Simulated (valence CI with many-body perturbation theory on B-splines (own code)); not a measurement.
## Valence orbitals of Tl LIX

Level of theory: valence CI with perturbative core correlation (CI+MBPT): five valence electrons over a frozen Dirac-Fock core [Ar], a basis of 7 s, 7 p, 8 d, 6 f, 4 g, 1 h functions for each j, with the one-electron correlation potential Σ1 (screened to all orders), the two-electron term Σ2, the three-electron term Σ3, Breit, model QED; selected single and double excitations, second order for the rest, scaled by the run's own slope (own B-spline code, finite nucleus).

The last digits are not significant, and no measured levels were compared; by estimate large intervals hold to a few tenths of a per cent, small ones and those within an open d or f shell to about a per cent. Excitations out of the core, of the other parity, are not computed and may begin above about 282 eV (a cautious bound); beyond it only levels of the ground parity were kept, without lifetimes. Only levels of the ground parity were solved; by the run's estimate the other parity begins above the list, which can be wrong where configurations are misplaced.

These are the spectroscopic orbitals of the CI (the correlating ones are not listed), shaped by the core and the other valence electrons. h is the expectation value of the core's Dirac-Fock operator, without the valence repulsion; Σ1 is computed up to l = 3 at one energy for each symmetry, that of its lowest orbital but kept below the first core excitation, so for empty shells it is not the orbital's own correlation shift; Breit and QED include the response of the core.

```tsv
Orbital	h (hartree)	Σ1 (cm⁻¹)	Breit (cm⁻¹)	QED (cm⁻¹)	⟨r⟩ (bohr)
4s1/2	-149.44	-8497	22288	17488	0.3288
5s1/2	-91.926	-3280	10772	8660	0.5344
6s1/2	-62.226	-1650	5890	4847	0.7921
4p1/2	-145.78	-11156	35491	1284	0.3223
5p1/2	-90.105	-4059	17520	659	0.5307
6p1/2	-61.195	-2003	9662	375	0.7913
4p3/2	-138.23	-9999	19569	2595	0.3415
5p3/2	-86.413	-3859	9837	1327	0.5545
6p3/2	-59.118	-1946	6121	757	0.8199
3d3/2	-246.76	-22116	45063	-2888	0.1489
4d3/2	-133.36	-11256	17090	-803	0.3201
5d3/2	-84.045	-4360	8344	-358	0.5398
3d5/2	-242.33	-19313	24309	-537	0.1531
4d5/2	-131.66	-10495	9223	33.6	0.3252
5d5/2	-83.19	-4001	4476	51.5	0.5460
4f5/2	-127.3	-28358	2927	-656	0.2878
5f5/2	-81.166	-11077	1287	-309	0.5130
4f7/2	-126.65	-21274	389	-282	0.2901
5f7/2	-80.822	-8329	268	-119	0.5158
5g7/2	-79.608		265	-96.8	0.4600
5g9/2	-79.439		-29.8	-2.0	0.4615
```

Among the shells of the start configuration 3d5, Σ1 is largest in size for 3d3/2, where it is 0.041 % of h.

Lowest root of each symmetry, sizes in configuration state functions:

| J | Parity | Roots | Reference | Variational | Second order | Change by selected CI (cm⁻¹) | Change by second order (cm⁻¹) |
| --- | --- | --- | --- | --- | --- | --- | --- |
| 1/2 | even | 4 | 74 | 17717 | 1822 | -23453 | -2 |
| 3/2 | even | 7 | 127 | 25724 | 74879 | -21609 | -35 |
| 5/2 | even | 10 | 152 | 26979 | 167362 | -21793 | -117 |
| 7/2 | even | 7 | 137 | 24781 | 22827 | -20762 | -225 |
| 9/2 | even | 5 | 107 | 25024 | 18999 | -21589 | -189 |
| 11/2 | even | 3 | 67 | 25193 | 11061 | -20508 | -41 |
| 13/2 | even | 1 | 35 | 19664 | 6534 | -19436 | -8 |
